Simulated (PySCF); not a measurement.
Pb(F)(SiH3) (FH₃PbSi), SMILES [F][Pb][SiH3] (connectivity only; charge and spin as stated), neutral, multiplicity 1.

Geometry: PBE-D3(BJ)/def2-SVP. The def2 effective core potentials stand for the cores of Pb; spin–orbit coupling is left out.

These are C-PCM-ωB97X/def2-SVP (PySCF) values and carry that method's errors.

The values are the electrostatic part of the solvation free energy, E(continuum) − E(gas) at the gas-phase geometry, in a cavity of scaled van der Waals radii (PySCF's table); cavitation and dispersion terms are not included. A continuum can't describe solvent molecules that bind to the metal. In vacuum the orbital gap is 7.28 eV. The dipole moment in vacuum is 3.94 D.

### Question
Estimate the values in water (ε = 78.36), acetone (ε = 20.49), tetrahydrofuran (ε = 7.43). (The exact figures need the calculation; the answer reports its results.)

### Answer

```tsv
solvent	ε	ΔG(elec) (kcal/mol)	dipole (D)	gap (eV)
water	78.36	-10.4	5.52	7.71
acetone	20.49	-9.9	5.44	7.69
tetrahydrofuran	7.43	-8.9	5.26	7.64
```
